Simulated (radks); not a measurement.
Results of a calculation; reference values are marked as such.
Radial electron density D(r) = 4 pi r^2 rho(r) of an atom or ion with 28 electrons. Level of theory: non-relativistic Kohn-Sham, exchange-only LDA, spin-polarised, spherical densities, point nucleus (a radial shooting solver on a logarithmic mesh with Libxc functionals).

r (bohr)  D(r) (e/bohr)
0.003613          2.204
0.00463           3.412
0.005934          5.196
0.007604          7.746
0.009744          11.24
0.01239           15.60
0.01587           20.96
0.02034           26.66
0.02607           31.66
0.0334            34.61
0.04246           34.51
0.05441           31.68
0.06973           28.46
0.08936           28.40
0.1136            32.79
0.1456            38.59
0.1865            39.00
0.239             31.17
0.3063            21.20
0.3894            17.82
0.499             20.81
0.6395            22.27
0.8195            17.78
1.05              10.68
1.335             5.360
1.711             2.354
2.192            0.9581
2.809            0.3369
3.6             0.09068

What is the nuclear charge?

Answer. Z = 29. The innermost maximum, from 1s, lies near 1/Z = 0.0345 bohr (found: 0.0374), and its height grows with Z. The density is that of the copper ion Cu+ in [Ar] 3d10; the configuration itself is not fixed sharply by these data, and Z only to about a unit. D(r) has 3 maxima, at r = 0.0374, 0.167, 0.605 bohr, and minima at 0.0793, 0.380 bohr, inside which lie 2.10, 10.87 electrons.
